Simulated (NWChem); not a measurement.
System: GaPH₄; SMILES [PH2][GaH2]

```xyz
6

Ga     0.0443     0.8534     0.0086
H     -1.3339     1.5732     0.2252
H      1.3583     1.6639    -0.2761
P      0.1027    -1.4558    -0.0942
H     -0.7584    -1.6725     1.0226
H      1.3201    -1.6027     0.6353
```
Atoms are numbered in this order, from 1.

Results from NWChem. Pople sets run with spherical d functions. Geometry: optimised at PBE0/def2-SVP. Vzz is the largest principal value of the second derivative of the potential at the nucleus (NWChem prints the opposite sign); η is the asymmetry. Non-relativistic.

```json
[
 {"level": "PBE0/def2-TZVP", "Vzz Ga1 (a.u.)": "3.683", "η Ga1": "0.21"},
 {"level": "PBE0/def2-SVP", "Vzz Ga1 (a.u.)": "3.031", "η Ga1": "0.22"},
 {"level": "B3LYP/def2-TZVP", "Vzz Ga1 (a.u.)": "3.667", "η Ga1": "0.19"},
 {"level": "B3LYP/6-31G*", "Vzz Ga1 (a.u.)": "(withheld)", "η Ga1": "0.18"}
]
```

Question: Some entries are withheld; supply them.

Answer: 
- B3LYP/6-31G*, Vzz Ga1 (a.u.): 2.783
